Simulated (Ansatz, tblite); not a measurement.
Cost and result up the ladder for Li3PS4 (8 atoms). Total charge 0; singlet. Geometry: r2SCAN-D4/def2-SVP.

```csv
atom,x (Å),y (Å),z (Å)
Li1,-0.390,-1.482,-1.578
Li2,-0.403,0.074,2.161
Li3,-0.975,1.290,-0.540
P4,1.607,0.350,-0.140
S5,0.686,1.830,1.053
S6,0.698,0.545,-2.036
S7,-1.641,-1.019,0.418
S8,0.418,-1.588,0.662
```

Ansatz on 4 threads of Arm Neoverse N1 on a shared host; xTB runs through tblite on one thread. Times are rough, summed over both states, and most runs start from the orbitals of an earlier one. PBE0-D4/def2-TZVP serves as the yardstick here, not as an exact answer. The other state is a triplet.

The xTB rows come from tblite. Another isomer (singlet) lies 0.18 eV lower at PBE0-D4/def2-TZVP; other spin states weren't run for this one.

xTB has no spin-polarisation term.

```json
{"level": "GFN1-xTB", "functions": "57", "wall time": "0.038 s", "vertical triplet (eV)": "2.64", "difference from PBE0-D4/def2-TZVP (eV)": "-0.26"}
{"level": "GFN2-xTB", "functions": "57", "wall time": "0.038 s", "vertical triplet (eV)": "2.36", "difference from PBE0-D4/def2-TZVP (eV)": "-0.55"}
{"level": "PBE-D4/def2-TZVP (with forces)", "functions": "227", "wall time": "20 s", "vertical triplet (eV)": "2.75", "difference from PBE0-D4/def2-TZVP (eV)": "-0.16"}
{"level": "PBE0-D4/def2-TZVP", "functions": "227", "wall time": "41 s", "vertical triplet (eV)": "2.91", "difference from PBE0-D4/def2-TZVP (eV)": "0.00"}
{"level": "r2SCAN-D4/def2-TZVP", "functions": "227", "wall time": "46 s", "vertical triplet (eV)": "2.79", "difference from PBE0-D4/def2-TZVP (eV)": "-0.12"}
```
